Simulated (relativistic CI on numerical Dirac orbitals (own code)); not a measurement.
## Ba29+: q coefficients and field-shift factors

These numbers are calculated, not measured: Dirac-Coulomb-Breit CI, orbitals from a KLI potential per configuration, derivatives by finite differences, unscaled Slater integrals, QED left out (own radial code, finite nucleus).

Configuration list (outside the closed core [Ne]): 3s2 3p6 3d9, 3s2 3p5 3d10, 3s 3p6 3d10, 3s2 3p6 3d8 4s, 3s2 3p6 3d8 4p, 3s2 3p6 3d8 4d, 3s2 3p4 3d10 4s, 3s2 3p6 3d8 4f. Levels of other configurations are missing.

With x = (α/α₀)² − 1 an excitation energy changes as ω = ω₀ + qx; K = 2q/ω₀ is the relative enhancement. Terms are leading LS components, so labels can repeat. The field-shift factor is F = δν/δ⟨r²⟩ for the transition from the lowest level.

Lowest level 3s2 3p6 3d9 2D_5/2.

| Level | ω₀ (cm⁻¹) | q (cm⁻¹) | K | F (GHz/fm²) |
| --- | --- | --- | --- | --- |
| 3s2 3p6 3d9 2D_3/2 | 131762 | 131700 | 2 | 1.43 |
| 3s2 3p5 3d10 2P°_3/2 | 2208422 | 177500 | 0.161 | 7.86 |
| 3s2 3p5 3d10 2P°_1/2 | 2835838 | 877100 | 0.619 | -19.8 |
| 3s 3p6 3d10 2S_1/2 | 4077213 | 998400 | 0.49 | -977 |
| 3s2 3p6 3d8 4s 4F_9/2 | 5638492 | -390500 | -0.139 | 336 |
| 3s2 3p6 3d8 4s 2F_7/2 | 5654885 | -389100 | -0.138 | 335 |
| 3s2 3p6 3d8 4s 2D_5/2 | 5694109 | -391400 | -0.137 | 336 |
| 3s2 3p6 3d8 4s 2D_3/2 | 5699443 | -387100 | -0.136 | 336 |
| 3s2 3p6 3d8 4s 4F_7/2 | 5767795 | -261900 | -0.0908 | 337 |
| 3s2 3p6 3d8 4s 4F_5/2 | 5770519 | -260200 | -0.0902 | 337 |
| 3s2 3p6 3d8 4s 4P_1/2 | 5784666 | -365300 | -0.126 | 336 |
| 3s2 3p6 3d8 4s 4P_5/2 | 5816451 | -256400 | -0.0882 | 337 |
| 3s2 3p6 3d8 4s 4F_3/2 | 5818790 | -254200 | -0.0874 | 337 |

At this charge energies of transitions that change n are usually good to better than 1 %, and those within a shell (Δn = 0) to a few per cent.
